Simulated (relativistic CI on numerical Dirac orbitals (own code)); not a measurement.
Method of calculation: Dirac-Coulomb-Breit CI, orbitals from a KLI potential per configuration, a model potential for QED, unscaled Slater integrals (own radial code, finite nucleus).

CI space (outside the closed core [Ne]): 3s²3p⁶3d⁵, 3s²3p⁵3d⁶, 3s²3p⁴3d⁷, 3s3p⁶3d⁶, 3p⁶3d⁷, 3s3p⁵3d⁷, 3s²3p⁶3d⁴4s, 3s²3p⁶3d⁴4p, 3s²3p⁴3d⁶4s, 3s²3p⁶3d⁴4d, 3s²3p⁴3d⁶4p, 3s²3p⁵3d⁵4s, 3s²3p⁶3d⁴4f, 3s3p⁵3d⁶4s, 3s²3p⁵3d⁵4p, 3s3p⁵3d⁶4p, 3p⁶3d⁶4s, 3s²3p⁶3d³4s², 3p⁶3d⁶4p, 3s²3p⁶3d³4s4p, 3s²3p⁶3d⁴5s, 3p⁶3d⁵4s². Levels of other configurations are missing.

At this charge energies of transitions that change n are usually good to better than 1 %, and those within a shell (Δn = 0) to a few per cent.

Outline of the computed level scheme of Gd XLII. Lowest level of each configuration: 3s²3p⁶3d⁵ ⁴P5/2 at 0.000 eV; 3s²3p⁵3d⁶ ⁶F°11/2 at 283.641 eV.

Some strong electric-dipole decays among the lowest 45 levels: 3s²3p⁵3d⁶ ⁴D°7/2 → 3s²3p⁶3d⁵ ⁴P5/2 (4.1e+11 s⁻¹); 3s²3p⁵3d⁶ ⁴D°7/2 → 3s²3p⁶3d⁵ ⁴P5/2 (6.5e+10 s⁻¹); 3s²3p⁵3d⁶ ⁶F°11/2 → 3s²3p⁶3d⁵ ²H11/2 (3.4e+09 s⁻¹); 3s²3p⁵3d⁶ ⁶F°11/2 → 3s²3p⁶3d⁵ ⁴G9/2 (3.4e+09 s⁻¹); 3s²3p⁵3d⁶ ⁴P°5/2 → 3s²3p⁶3d⁵ ⁶S5/2 (3.0e+09 s⁻¹); 3s²3p⁵3d⁶ ⁶F°9/2 → 3s²3p⁶3d⁵ ⁴G7/2 (2.8e+09 s⁻¹); 3s²3p⁵3d⁶ ⁴F°9/2 → 3s²3p⁶3d⁵ ⁴G7/2 (2.5e+09 s⁻¹); 3s²3p⁵3d⁶ ⁴D°7/2 → 3s²3p⁶3d⁵ ⁴G9/2 (2.2e+09 s⁻¹).

LS names give the leading component of a level, which can be under half, so a name can repeat, a term be missing and a line seem to break the LS rules.
